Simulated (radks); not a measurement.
Task: These are the eigenvalues of the occupied orbitals of an atom or ion with whole-number occupations (eV). Method: scalar-relativistic Kohn-Sham, PBE, spin-unpolarised, spherical densities, finite nucleus; Fermi nuclear charge, rms radius of each element as measured or else 0.836 A^(1/3) + 0.57 fm; computed with a radial shooting solver on a logarithmic mesh with Libxc functionals.

orbital  eigenvalue
1s        -10985.24
2s        -1398.567
2p        -1225.286
3s        -190.2179
3p        -136.8705
3d         -49.4949
4s         -16.2221
4p          -6.4130

Which element is it, and in what charge state? The configuration may be excited.

Result: Z = 32, germanium, charge 0: Ge in [Ar] 3d8 4s2 4p4. The list shows which subshells hold electrons but not how many an open one holds; the 1s level, -403.7 hartree, gives Z - s = 28.4 by -(Z - s)^2/2, which with screening and relativity narrows Z to a few neighbours, and the depths of the outer levels then fix element, charge and occupations together.
